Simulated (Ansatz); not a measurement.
A structure relaxed at r2SCAN-D4/def2-SVP in Ansatz, charge 0, singlet:

```xyz
7

Si    1.871    1.005   -0.083
Si   -0.366    2.086    0.177
Si   -0.930   -1.910   -0.058
Si    0.103   -0.089    1.255
Si    1.523   -1.465   -0.228
Si   -0.103    0.088   -1.255
Si   -2.097    0.285    0.192
```

(1) Give its formula and point group.

(2) Summarise the bond lengths by kind (pairs closer than 1.2 times the sum of covalent radii, bridged metal pairs left out).

Results:

(1) the cluster Si7. Point group D5h (tolerance 0.1 Å).

(2) 16 × Si–Si 2.47 to 2.53 Å.

The structure comes from a short search, and lower isomers may exist.
